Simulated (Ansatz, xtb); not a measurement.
# F2H4Si3: where a starting geometry ends

The starting geometry of this gas-phase singlet has its atoms placed at random.

```xyz
9

F    -0.8875    0.5969   -2.0977
F    -0.0479   -2.4192   -0.0921
Si    1.1567   -0.8834    0.0900
Si    0.4103    0.5754    1.3401
Si   -1.3933   -0.0900   -0.0156
H     1.8459    0.5686    0.0297
H    -0.0615   -0.8313    1.6961
H    -0.9312   -1.2487   -0.4802
H    -1.0118    0.6666   -1.0003
```

Problem. Guess where an optimisation with r2SCAN-D4/def2-SVP ends from this start.

Solution. It loosens into FH3Si3 + FH, which stay close as a complex. Distances that change by over a tenth: Si3–Si4 (2.06 → 2.66 Å), Si3–H6 (1.61 → 1.89 Å), Si5–H8 (1.33 → 1.58 Å). Contacts that open: Si5–H9 (1.30 → 2.40 Å). Contacts that close: F1–H9 (1.11 → 0.97 Å), F2–Si3 (1.96 → 1.65 Å), Si4–H6 (1.94 → 1.58 Å).

The energy falls by 8.92 eV over 26 steps:

| step | E − E(last) (eV) |
| --- | --- |
| 1 | 8.923 |
| 4 | 3.226 |
| 7 | 1.292 |
| 9 | 0.833 |
| 12 | 0.262 |
| 15 | 0.118 |
| 18 | 0.036 |
| 20 | 0.012 |
| 23 | 0.001 |
| 26 | 0.000 |

Final geometry (Å):

```xyz
9

F    -1.3113    0.9301   -1.6602
F     0.6906   -2.6461    0.5269
Si    0.9240   -1.4673   -0.6077
Si    0.2233    0.6403    0.8537
Si   -1.5446   -0.5863   -0.0534
H     1.5848    0.0232    0.3510
H     0.1717    0.0794    2.2517
H    -0.8654   -1.5087   -1.1478
H    -0.7934    1.4703   -1.0441
```

From the same start GFN2-xTB ends elsewhere, in pieces: FH3Si3 + FH.

From so rough a start the end depends on the optimiser's path, so another program may land elsewhere. The end wasn't checked by frequencies. Run with Ansatz 0.2.0, 100 s on 2 threads of AMD EPYC 7R43 64-Core Processor (Zen 3) (shared host).
